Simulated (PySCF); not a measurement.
From one molecule to another.

First species: C7H6O.
Bonds: C1–C2 (triple), C2–C3, C3–C4 (double), C4–C5, C5–C6, C6–C7, C7–O8 (double), C3–C7. Hydrogens: H9 on C1; H10 on C4; H11, H12 on C5; H13, H14 on C6.

Second species: C3H7FSi2.
InChI=1S/C3H7FSi2/c4-6-3-1-2-5/h2,6H2,5H3

Levels: PBE0/def2-SVPD for dipole moment, HOMO energy, LUMO energy, HOMO–LUMO gap, static isotropic polarisability and electronic spatial extent ⟨r²⟩ about the centre of nuclear charge; TDDFT PBE0/def2-SVPD for lowest singlet excitation; TDA PBE0/def2-SVPD for lowest triplet excitation (Tamm–Dancoff); GFN2-xTB for rotational constant A and rotational constant C. Geometries: GFN2-xTB. All species are isolated and taken at one optimised geometry, non-relativistic unless stated; the electronic structure was computed with PySCF and density fitting.

Values for the first species:

| Property | Result |
| --- | --- |
| Dipole moment | 3.98 D |
| HOMO energy | -7.30 eV |
| LUMO energy | -1.79 eV |
| HOMO–LUMO gap | 5.51 eV |
| Lowest singlet excitation | 3.78 eV |
| Lowest triplet excitation (Tamm–Dancoff) | 3.17 eV |
| Static isotropic polarisability | 83.4 au |
| Electronic spatial extent ⟨r²⟩ about the centre of nuclear charge | 929 bohr² |
| Rotational constant A | 3.745 GHz |
| Rotational constant C | 1.241 GHz |

Estimate the same properties for the second species, and the change in each.

```
                                                         property      first      second  second less first
                                                    dipole moment     3.98 D      2.83 D            -1.15 D
                                                      HOMO energy   -7.30 eV    -7.73 eV           -0.43 eV
                                                      LUMO energy   -1.79 eV    -0.61 eV           +1.18 eV
                                                    HOMO–LUMO gap    5.51 eV     7.12 eV           +1.61 eV
                                        lowest singlet excitation    3.78 eV     5.47 eV           +1.69 eV
                         lowest triplet excitation (Tamm–Dancoff)    3.17 eV     4.79 eV           +1.62 eV
                                  static isotropic polarisability    83.4 au     89.9 au            +6.5 au
electronic spatial extent ⟨r²⟩ about the centre of nuclear charge  929 bohr²  1598 bohr²         +669 bohr²
                                            rotational constant A  3.745 GHz   6.150 GHz         +2.405 GHz
                                            rotational constant C  1.241 GHz   0.680 GHz         -0.561 GHz
```

On the first: The vertical singlet–triplet gap S1 − T1 is 0.61 eV (TDDFT singlet less Tamm–Dancoff triplet; S1: HOMO→LUMO, weight 0.93; T1: HOMO−1→LUMO, weight 0.91). The dipole matches unit charges of opposite sign 0.83 Å apart (1 e·Å = 4.8032 D).

On the second: In wavenumbers S1 is 44100 cm⁻¹ (1 eV = 8065.54 cm⁻¹). The polarisability is 13.33 Å³ as a volume (1 au = 0.148185 Å³), or 1.45 au for each of the 62 electrons.
